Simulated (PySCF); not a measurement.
PySCF input for CH5ClGeO2, SMILES [CH3][Ge]([OH])([OH])[Cl], PBE-D3(BJ)/def2-SVP. Geometry: PBE-D3(BJ)/def2-SVP. This is a generated structure with no PubChem entry under its InChIKey; it may be hypothetical. Other conformers were not sampled.

```python
import numpy as np
from pyscf import gto, scf, dft, df
from pyscf.hessian import thermo

mol = gto.M(
    atom='''
    C     1.99779725   -0.16133367   -0.47185716
    Ge    0.09094514    0.08470767   -0.26024140
    O    -0.89160407   -0.88613981   -1.40153117
    O    -0.25606365    1.81661242   -0.50675229
    Cl   -0.59063288   -0.53610428    1.73207960
    H     2.23982111   -0.17417520   -1.55170988
    H     2.52768297    0.67731499    0.01718862
    H     2.30334617   -1.11792012   -0.00972153
    H    -1.52867209   -1.42808673   -0.89790594
    H    -1.21710525    1.97021529   -0.57806877
    ''',
    basis='def2-SVP',
    charge=0,
    spin=0,
    max_memory=1600,
    verbose=3,
)
mf = dft.RKS(mol, xc='pbe').density_fit(auxbasis='def2-universal-jkfit')
mf.disp = 'd3bj'
mf.grids.level = 3
mf.conv_tol = 1e-11
mf.max_cycle = 100
mf.kernel()

# [left out here: the lines that compute and print the analytic Hessian (its translational invariance restored by hand, since the grid's response is missing), thermochemistry and intensities]
```

Output:

```
converged SCF energy = -2727.60968322292

WARN: DFTD3 does not support analytical Hessian, using finite difference


WARN: Mole.unit (angstrom) is changed to Bohr

Mode                                 0                   1                   2
Irrep
Freq [cm^-1]                       53.1957             97.6237            158.8821
Reduced mass [au]                   1.0546              2.5894              4.2735
Force const [Dyne/A]                0.0018              0.0145              0.0636
Char temp [K]                      76.5368            140.4587            228.5960
Normal mode                   x     y     z       x     y     z       x     y     z
       0   C                 0.00 -0.00  0.03   -0.01  0.00 -0.12    0.03  0.09 -0.08
       1  Ge                -0.00 -0.00 -0.00    0.00 -0.01  0.00    0.03 -0.00  0.01
       2   O                -0.02  0.01  0.01    0.09 -0.08 -0.00   -0.07 -0.00  0.10
       3   O                -0.01 -0.01 -0.03    0.00  0.01  0.08    0.06 -0.00 -0.05
       4  Cl                 0.01  0.01  0.00   -0.04  0.04 -0.00   -0.07 -0.03 -0.02
       5   H                 0.10  0.55  0.05   -0.09  0.14 -0.13   -0.05  0.15 -0.10
       6   H                 0.01 -0.29  0.52    0.04 -0.07 -0.04   -0.00  0.12 -0.10
       7   H                -0.10 -0.26 -0.43    0.00 -0.07 -0.27    0.14  0.10 -0.14
       8   H                 0.07 -0.08  0.02   -0.20  0.22 -0.05    0.12 -0.14  0.20
       9   H                -0.01 -0.02 -0.07   -0.01  0.07  0.34    0.07  0.02 -0.01
Mode                                 3                   4                   5
Irrep
Freq [cm^-1]                      184.9518            192.4281            211.1592
Reduced mass [au]                   3.0465              3.6657              1.8216
Force const [Dyne/A]                0.0614              0.0800              0.0479
Char temp [K]                     266.1045            276.8612            303.8110
Normal mode                   x     y     z       x     y     z       x     y     z
       0   C                 0.02  0.10  0.07   -0.01 -0.03  0.07    0.03 -0.07  0.00
       1  Ge                -0.01 -0.04 -0.03   -0.01  0.04 -0.02    0.03  0.01 -0.02
       2   O                -0.06  0.00 -0.03   -0.00 -0.11  0.10   -0.04  0.01  0.03
       3   O                 0.07 -0.01  0.07    0.03  0.05 -0.01   -0.09 -0.01  0.07
       4  Cl                 0.02  0.04  0.00    0.02 -0.04 -0.04   -0.02  0.03 -0.03
       5   H                 0.12  0.14  0.09    0.09 -0.07  0.10    0.05 -0.12  0.01
       6   H                -0.15  0.18  0.11   -0.01 -0.05  0.11    0.08 -0.10 -0.00
       7   H                 0.11  0.15  0.11   -0.12 -0.04  0.13   -0.06 -0.08  0.04
       8   H                -0.03 -0.03 -0.02   -0.15  0.15  0.19    0.39 -0.40  0.12
       9   H                 0.07  0.11  0.35    0.03  0.14  0.25   -0.12 -0.08  0.37
Mode                                 6                   7                   8
Irrep
Freq [cm^-1]                      228.2951            292.2374            391.7332
Reduced mass [au]                   1.8693              1.8127             28.5133
Force const [Dyne/A]                0.0574              0.0912              2.5780
Char temp [K]                     328.4659            420.4646            563.6169
Normal mode                   x     y     z       x     y     z       x     y     z
       0   C                -0.04 -0.01 -0.02    0.02 -0.00  0.01    0.03 -0.00 -0.01
       1  Ge                -0.03  0.01  0.02    0.02 -0.00  0.01    0.02  0.02 -0.06
       2   O                 0.06 -0.01 -0.05   -0.02  0.07 -0.01   -0.01 -0.01 -0.02
       3   O                 0.08  0.02 -0.08   -0.06 -0.04 -0.12   -0.00  0.02  0.01
       4  Cl                 0.01 -0.02  0.03   -0.01 -0.01  0.01   -0.04 -0.04  0.13
       5   H                -0.09 -0.03 -0.03    0.04 -0.00  0.02    0.07 -0.01 -0.00
       6   H                 0.01 -0.01 -0.06    0.01 -0.00  0.02    0.02 -0.01  0.01
       7   H                -0.04 -0.01 -0.03    0.01 -0.00  0.02   -0.01 -0.01  0.01
       8   H                 0.36 -0.41 -0.10   -0.26  0.30 -0.07    0.01  0.01  0.03
       9   H                 0.07  0.18  0.39   -0.11 -0.01  0.59   -0.00  0.00 -0.05
Mode                                 9                  10                  11
Irrep
Freq [cm^-1]                      603.7246            685.2468            703.7427
Reduced mass [au]                   4.1898             11.3509             11.9829
Force const [Dyne/A]                0.8997              3.1403              3.4966
Char temp [K]                     868.6252            985.9176           1012.5291
Normal mode                   x     y     z       x     y     z       x     y     z
       0   C                -0.22  0.03  0.03   -0.06  0.01  0.02    0.01  0.02  0.01
       1  Ge                 0.04 -0.00 -0.02    0.04 -0.00  0.03    0.00  0.05  0.01
       2   O                 0.04  0.04  0.04   -0.10 -0.10 -0.12   -0.05 -0.06 -0.07
       3   O                 0.01 -0.05  0.01   -0.02  0.10 -0.01    0.04 -0.19  0.03
       4  Cl                -0.00 -0.00  0.01    0.00 -0.00  0.00    0.00 -0.00  0.00
       5   H                -0.24  0.03  0.02   -0.15  0.02  0.00   -0.03 -0.03 -0.00
       6   H                -0.24  0.04  0.02   -0.06  0.02 -0.01    0.12 -0.03 -0.02
       7   H                -0.22  0.03  0.03   -0.04 -0.00 -0.01   -0.06 -0.01 -0.02
       8   H                 0.05  0.02  0.04   -0.05 -0.06  0.01   -0.04  0.02  0.03
       9   H                 0.01 -0.06  0.00   -0.04 -0.02  0.01    0.07 -0.04  0.00
Mode                                12                  13                  14
Irrep
Freq [cm^-1]                      774.3701            784.4747            881.1790
Reduced mass [au]                   1.2558              1.2662              1.1178
Force const [Dyne/A]                0.4437              0.4591              0.5114
Char temp [K]                    1114.1461           1128.6844           1267.8203
Normal mode                   x     y     z       x     y     z       x     y     z
       0   C                -0.02 -0.01 -0.12    0.01  0.12 -0.01    0.01  0.02  0.03
       1  Ge                 0.01  0.01  0.02    0.00 -0.02  0.00    0.00  0.01 -0.01
       2   O                -0.01 -0.01 -0.00   -0.00  0.01  0.00   -0.02 -0.01  0.06
       3   O                 0.00 -0.01 -0.00   -0.01  0.01 -0.00    0.03  0.01  0.01
       4  Cl                -0.01 -0.00 -0.00   -0.00  0.00  0.00   -0.00 -0.00 -0.00
       5   H                 0.64 -0.05  0.04    0.04 -0.24  0.00   -0.11 -0.02 -0.00
       6   H                -0.37  0.01  0.24    0.48 -0.21  0.02    0.13 -0.02 -0.04
       7   H                -0.23  0.10  0.25   -0.61 -0.06  0.04   -0.04 -0.03 -0.04
       8   H                -0.05 -0.11 -0.17   -0.00  0.01  0.01   -0.32 -0.33 -0.69
       9   H                 0.01 -0.01 -0.03    0.03  0.23 -0.05   -0.05 -0.40  0.05
Mode                                15                  16                  17
Irrep
Freq [cm^-1]                      901.8965           1205.8647           1374.8078
Reduced mass [au]                   1.1297              1.2389              1.0480
Force const [Dyne/A]                0.5414              1.0614              1.1670
Char temp [K]                    1297.6283           1734.9708           1978.0423
Normal mode                   x     y     z       x     y     z       x     y     z
       0   C                -0.00  0.03 -0.02    0.13 -0.02 -0.02   -0.01 -0.06 -0.00
       1  Ge                -0.02 -0.00  0.00   -0.00  0.00  0.00   -0.00 -0.00 -0.00
       2   O                 0.02  0.00 -0.03    0.00  0.00  0.00   -0.00  0.00 -0.00
       3   O                 0.05  0.03 -0.01    0.00 -0.00  0.00    0.00  0.00  0.00
       4  Cl                 0.00  0.00  0.00    0.00  0.00 -0.00   -0.00  0.00  0.00
       5   H                 0.09 -0.06  0.00   -0.49  0.06 -0.14    0.08  0.70  0.01
       6   H                 0.08 -0.05  0.03   -0.43  0.22  0.16    0.24  0.04 -0.41
       7   H                -0.12  0.01  0.02   -0.48 -0.11  0.15   -0.22  0.08  0.41
       8   H                 0.14  0.17  0.34    0.01  0.01  0.01    0.00  0.00  0.00
       9   H                -0.11 -0.81  0.12   -0.00 -0.02  0.00   -0.00 -0.01  0.00
Mode                                18                  19                  20
Irrep
Freq [cm^-1]                     1378.1505           2999.7143           3113.9427
Reduced mass [au]                   1.0483              1.0321              1.1047
Force const [Dyne/A]                1.1731              5.4716              6.3114
Char temp [K]                    1982.8518           4315.9210           4480.2703
Normal mode                   x     y     z       x     y     z       x     y     z
       0   C                -0.01  0.00 -0.06    0.04 -0.00 -0.01   -0.01 -0.01 -0.09
       1  Ge                -0.00  0.00 -0.00   -0.00  0.00  0.00    0.00 -0.00 -0.00
       2   O                -0.00 -0.00  0.00    0.00  0.00 -0.00    0.00  0.00  0.00
       3   O                 0.00  0.00  0.00    0.00  0.00  0.00    0.00 -0.00  0.00
       4  Cl                 0.00  0.00 -0.00    0.00  0.00 -0.00   -0.00 -0.00  0.00
       5   H                -0.33  0.04 -0.12   -0.12  0.01  0.59   -0.17  0.01  0.72
       6   H                 0.17 -0.41  0.47   -0.26 -0.43 -0.25    0.25  0.39  0.22
       7   H                 0.27  0.34  0.48   -0.14  0.47 -0.23    0.08 -0.26  0.11
       8   H                -0.01 -0.00 -0.01    0.00 -0.00  0.00   -0.00  0.00  0.00
       9   H                -0.00  0.00  0.00   -0.00 -0.00 -0.00   -0.00  0.00  0.00
Mode                                21                  22                  23
Irrep
Freq [cm^-1]                     3121.3591           3720.1312           3727.4922
Reduced mass [au]                   1.1053              1.0666              1.0665
Force const [Dyne/A]                6.3450              8.6966              8.7307
Char temp [K]                    4490.9408           5352.4405           5363.0314
Normal mode                   x     y     z       x     y     z       x     y     z
       0   C                 0.01  0.09 -0.01    0.00  0.00  0.00    0.00  0.00 -0.00
       1  Ge                 0.00  0.00 -0.00   -0.00  0.00  0.00   -0.00 -0.00  0.00
       2   O                -0.00 -0.00 -0.00   -0.04 -0.03  0.03   -0.00 -0.00  0.00
       3   O                 0.00 -0.00  0.00    0.00 -0.00  0.00   -0.06  0.01 -0.00
       4  Cl                 0.00 -0.00  0.00   -0.00 -0.00  0.00   -0.00 -0.00  0.00
       5   H                -0.02  0.02  0.11   -0.00  0.00  0.00   -0.00  0.00  0.00
       6   H                -0.28 -0.44 -0.27    0.00  0.00 -0.00    0.00 -0.00 -0.00
       7   H                 0.21 -0.63  0.31   -0.00  0.00 -0.00    0.00 -0.00  0.00
       8   H                -0.00  0.00 -0.00    0.64  0.54 -0.48    0.05  0.04 -0.04
       9   H                -0.00 -0.00 -0.00   -0.07  0.01 -0.01    0.95 -0.17  0.07
temperature 298.1500 [K]
pressure 101325.00 [Pa]
Rotational constants [GHz] 3.20909 2.03111 1.95592
Symmetry number 1
Zero-point energy (ZPE) 0.06330 [Eh]   166200.796 [J/mol]
                           tot       elec      trans        rot        vib
Entropy [J/mol/K]       385.760      0.000    171.816    115.580     98.363
Cv [J/mol/K]            116.393      0.000     12.472     12.472     91.450
Cp [J/mol/K]            124.708      0.000     20.786     12.472     91.450
Internal energy [J/mol]                      3718.434   3718.434 181593.127
Internal energy [Eh]   -2727.53769  -2727.60968
Enthalpy [J/mol]                             6197.391   3718.434 181593.127
Enthalpy [Eh]          -2727.53674
Gibbs free energy [J/mol]                  -45029.548 -30741.812 152266.100
Gibbs free energy [Eh] -2727.58055
mode   freq/cm-1   IR/(km/mol)
   1       53.20         1.795
   2       97.62        22.515
   3      158.88        13.706
   4      184.95         2.806
   5      192.43        39.444
   6      211.16        62.789
   7      228.30        30.563
   8      292.24        60.928
   9      391.73        60.263
  10      603.72        18.956
  11      685.25        76.568
  12      703.74       104.817
  13      774.37        16.145
  14      784.47        14.746
  15      881.18       146.607
  16      901.90        89.728
  17     1205.86         9.201
  18     1374.81         5.198
  19     1378.15         3.765
  20     2999.71         0.077
  21     3113.94         0.024
  22     3121.36         0.011
  23     3720.13        60.076
  24     3727.49        68.363
max |gradient| / (hartree/bohr): 4.867778956748627e-05
APT charges: [-0.3197  1.7917 -0.7676 -0.7676 -0.5717  0.0316  0.0377  0.0411  0.2601
  0.2645]
```

The calculation finished and met its thresholds.

Cost: roughly 110 core-seconds.
